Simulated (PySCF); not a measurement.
Se(NH2)(OSiH3) (H5NOSeSi), SMILES N[Se]O[SiH3].

The structure is a stationary point at PBE-D3(BJ)/def2-SVP. This is a generated structure with no PubChem entry under its InChIKey; it may be hypothetical. The values are those of a single conformer.

Level of theory: PBE-D3(BJ)/def2-SVP (PySCF).

Frequencies are harmonic and unscaled.

```json
[
 {"mode": "1", "ν (cm⁻¹)": "73", "IR (km/mol)": "1.0", "moving atoms (share of kinetic energy)": "N 34 %, H 26 %, O 18 %, Si 15 %"},
 {"mode": "2", "ν (cm⁻¹)": "123", "IR (km/mol)": "0.6", "moving atoms (share of kinetic energy)": "H 79 %, N 10 %"},
 {"mode": "3", "ν (cm⁻¹)": "141", "IR (km/mol)": "0.7", "moving atoms (share of kinetic energy)": "Si 35 %, H 23 %, O 22 %, Se 19 %"},
 {"mode": "4", "ν (cm⁻¹)": "247", "IR (km/mol)": "19.0", "moving atoms (share of kinetic energy)": "O 40 %, N 24 %, H 21 %, Se 15 %"},
 {"mode": "5", "ν (cm⁻¹)": "476", "IR (km/mol)": "154.5", "moving atoms (share of kinetic energy)": "H 36 %, O 33 %, Se 17 %, N 8 %"},
 {"mode": "6", "ν (cm⁻¹)": "497", "IR (km/mol)": "150.8", "moving atoms (share of kinetic energy)": "H 75 %, N 20 %"},
 {"mode": "7", "ν (cm⁻¹)": "514", "IR (km/mol)": "61.4", "moving atoms (share of kinetic energy)": "H 50 %, O 23 %, N 19 %"},
 {"mode": "8", "ν (cm⁻¹)": "685", "IR (km/mol)": "33.1", "moving atoms (share of kinetic energy)": "H 81 %, Si 9 %"},
 {"mode": "9", "ν (cm⁻¹)": "701", "IR (km/mol)": "68.5", "moving atoms (share of kinetic energy)": "H 74 %, O 16 %, Si 10 %"},
 {"mode": "10", "ν (cm⁻¹)": "753", "IR (km/mol)": "19.7", "moving atoms (share of kinetic energy)": "N 50 %, H 33 %, Se 14 %"},
 {"mode": "11", "ν (cm⁻¹)": "837", "IR (km/mol)": "192.2", "moving atoms (share of kinetic energy)": "O 68 %, Si 26 %"},
 {"mode": "12", "ν (cm⁻¹)": "900", "IR (km/mol)": "62.3", "moving atoms (share of kinetic energy)": "H 96 %"},
 {"mode": "13", "ν (cm⁻¹)": "911", "IR (km/mol)": "99.7", "moving atoms (share of kinetic energy)": "H 95 %"},
 {"mode": "14", "ν (cm⁻¹)": "949", "IR (km/mol)": "181.6", "moving atoms (share of kinetic energy)": "H 92 %"},
 {"mode": "15", "ν (cm⁻¹)": "963", "IR (km/mol)": "32.7", "moving atoms (share of kinetic energy)": "H 91 %, N 8 %"},
 {"mode": "16", "ν (cm⁻¹)": "1508", "IR (km/mol)": "10.9", "moving atoms (share of kinetic energy)": "H 92 %, N 8 %"},
 {"mode": "17", "ν (cm⁻¹)": "2129", "IR (km/mol)": "105.7", "moving atoms (share of kinetic energy)": "H 97 %"},
 {"mode": "18", "ν (cm⁻¹)": "2156", "IR (km/mol)": "114.2", "moving atoms (share of kinetic energy)": "H 97 %"},
 {"mode": "19", "ν (cm⁻¹)": "2179", "IR (km/mol)": "130.1", "moving atoms (share of kinetic energy)": "H 96 %"},
 {"mode": "20", "ν (cm⁻¹)": "3428", "IR (km/mol)": "10.2", "moving atoms (share of kinetic energy)": "H 96 %"},
 {"mode": "21", "ν (cm⁻¹)": "3542", "IR (km/mol)": "30.7", "moving atoms (share of kinetic energy)": "H 91 %, N 9 %"}
]
```
